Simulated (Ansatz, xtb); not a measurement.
# CH6F3GeNSi: which of two isomers lies lower

We compare X, `N[Si@@H]([GeH3])C(F)(F)F`, a singlet, with Y, `[NH2][GeH2][SiH2]C(F)(F)F`, a singlet. Both are isolated molecules in the gas phase, relaxed with r2SCAN-D4/def2-SVP; the shapes shown needn't be the lowest conformers.

X (Å):

```yaml
atoms:
  - { symbol: C, position_ang: [0.8583, 0.5772, 1.4760] }
  - { symbol: F, position_ang: [2.0862, 0.0702, 1.2195] }
  - { symbol: F, position_ang: [0.6172, 0.3840, 2.7929] }
  - { symbol: F, position_ang: [0.9422, 1.9188, 1.2888] }
  - { symbol: Ge, position_ang: [0.0721, 0.4582, -1.8698] }
  - { symbol: N, position_ang: [-2.0996, 0.3058, 0.7009] }
  - { symbol: Si, position_ang: [-0.4979, -0.2113, 0.3346] }
  - { symbol: H, position_ang: [-2.4113, 1.2378, 0.4462] }
  - { symbol: H, position_ang: [-2.5697, -0.0207, 1.5402] }
  - { symbol: H, position_ang: [-0.3896, -1.6760, 0.5899] }
  - { symbol: H, position_ang: [1.5864, 0.3707, -2.0980] }
  - { symbol: H, position_ang: [-0.6422, -0.4146, -2.9116] }
  - { symbol: H, position_ang: [-0.3707, 1.9156, -2.0790] }
```

Y (Å):

```xyz
13

C    -0.2758   -1.3362   -0.9240
F    -0.3829   -2.4364   -1.6898
F     0.5467   -1.6554    0.1107
F     0.3824   -0.4057   -1.6596
Ge   -1.2498    1.1304    1.1857
N     0.5235    1.5530    0.8889
Si   -1.9656   -0.6424   -0.2730
H     1.1291    0.7444    1.0377
H     0.6895    1.8602   -0.0701
H    -1.3639    0.6781    2.6488
H    -2.0720    2.4067    0.9545
H    -2.7241   -0.2116   -1.4843
H    -2.6652   -1.7863    0.3834
```

Problem. Estimate which is lower in electronic energy at CCSD(T)/def2-SVP + ΔMP2/def2-TZVPP, and by roughly how much.

Solution. The CCSD(T)/def2-SVP + ΔMP2/def2-TZVPP calculation puts structure X lower, by 13.5 kcal/mol.

Level by level:

```tsv
level	geometry	E(Y) − E(X) (kcal/mol)	departure from the last row (kcal/mol)	job, with rough time for the two
r2SCAN-D4/def2-SVP	r2SCAN-D4/def2-SVP	+12.7	−0.8	optimisation, 2.9 min
HF/def2-SVP	r2SCAN-D4/def2-SVP	+14.5	+1.0	part of the CCSD(T) run
MP2/def2-SVP	r2SCAN-D4/def2-SVP	+12.6	−0.9	part of the CCSD(T) run
CCSD(T)/def2-SVP	r2SCAN-D4/def2-SVP	+12.0	−1.5	single point
CCSD(T)/def2-SVP + ΔMP2/def2-TZVPP	r2SCAN-D4/def2-SVP	+13.5		single point, 96 s
```

As drawn, Y has 1 Ge–N, 1 Si–H in place of 1 N–Si, 1 Ge–H.

None of the levels shown reverses the order. The largest departure from CCSD(T)/def2-SVP + ΔMP2/def2-TZVPP is that of CCSD(T)/def2-SVP, 1.5 kcal/mol. Levels run at GFN2-xTB geometries aren't shown. The last row adds to CCSD(T) the change of the MP2 difference between the two basis sets, here +1.5 kcal/mol.

With thermal terms from frequencies at re-optimised GFN2-xTB minima (ideal gas, soft modes damped towards free rotors, one conformer each, 298.15 K, 1 atm): on the last row, ΔE + ΔZPE = +13.2, ΔH = +13.2, ΔG = +13.1 kcal/mol.

The correlated steps freeze 19 core orbitals; the filled d shell of Ge is correlated, in a basis made for valence electrons. Mirror images aren't counted in ΔG. Codes used: Ansatz 0.2.0, xtb 6.7.1; the last row on 2 threads of Intel(R) Xeon(R) 6975P-C (Granite Rapids) on a shared host.
